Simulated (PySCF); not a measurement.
SMILES Cl[Si](Cl)(Cl)C[Si](Cl)(Cl)Cl (CH2Cl6Si2), singlet at its GFN2-xTB optimised geometry (Å):

```
11

Cl    -0.0186    -2.5102    -0.9113
Si     0.7328    -1.0795     0.2903
Cl     2.6912    -0.8231    -0.1321
Cl     0.5231    -1.6286     2.2168
C     -0.1554     0.5893     0.0000
Si    -2.0678     0.5893     0.0000
Cl    -2.7452    -0.3316    -1.6578
Cl    -2.7821    -0.3407     1.6371
Cl    -2.6912     2.5102     0.0000
H      0.1830     1.0001    -0.9521
H      0.1884     1.2904     0.7617
```

Level of theory: PBE/def2-TZVP in PySCF 2.14.0. Cells within 0.4 Å of a nucleus heavier than hydrogen are left out (blank, or x).

Map of the deformation density (molecule minus spherical neutral atoms) (e/bohr³) on the plane z = 0.0 Å:

```
|2222222222222222222222222|
|2222222222222222222222222|
|2222222222222222222222222|
|2222111222222222222222222|
|2222101222222222222222222|
|2222224322222222222222222|
|22224xx322222222222222222|
|2222333321111112222222222|
|2222247521111111222222222|
|2221234312314211222222222|
|2221101x268xx211122222222|
|2221101x279xx321122222222|
|2221111003559831223322222|
|2222111001237621434511222|
|22221111111122x264xx11222|
|22222211111112x2543521222|
|2222222221123420232322222|
|2222222222224521122222222|
|2222222222223321122222222|
|2222222222222222222222222|
|2222222222222222222222222|
|2222222222222222222222222|
|2222222222222222222222222|
|2222222222222222222222222|
|2222222222222222222222222|
```
Scale: ten equal steps from -0.015 (start of '0') to 0.050 (end of '9'), in the order '0123456789'; x runs from -5.00 to 5.00, y from -5.00 (bottom) to 5.00 (top).
